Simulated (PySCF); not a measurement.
**Working out the excitation energy of Ne²⁺**

Ne²⁺ [He] 2s2 2p4 (3P) → Ne²⁺ [He] 2s1 2p4 3s1 (5P). Computed with PySCF 2.14 in aug-cc-pVTZ-DK, with scalar relativity by spin-free X2C-1e. Frozen: 1s2. Energies in hartree (1 hartree = 27.21139 eV):

```tsv
part	Ne²⁺ (lower)	Ne²⁺ (upper)
UHF	-126.504901	-124.286080
MP2 opposite-spin	-0.110220	-0.079107
MP2 same-spin	-0.034964	-0.034995
```

What does Hartree-Fock give?

(-124.286080) − (-126.504901) = 2.218821 hartree = 60.377 eV.

What do MP2 and SCS-MP2 (6/5 opposite-spin, 1/3 same-spin) give?

The opposite-spin parts differ by 0.847 eV and the same-spin parts by -0.001 eV. MP2: 60.377 + (0.847) + (-0.001) = 61.223 eV. SCS-MP2: 60.377 + 1.2 × (0.847) + (-0.001)/3 = 61.393 eV.
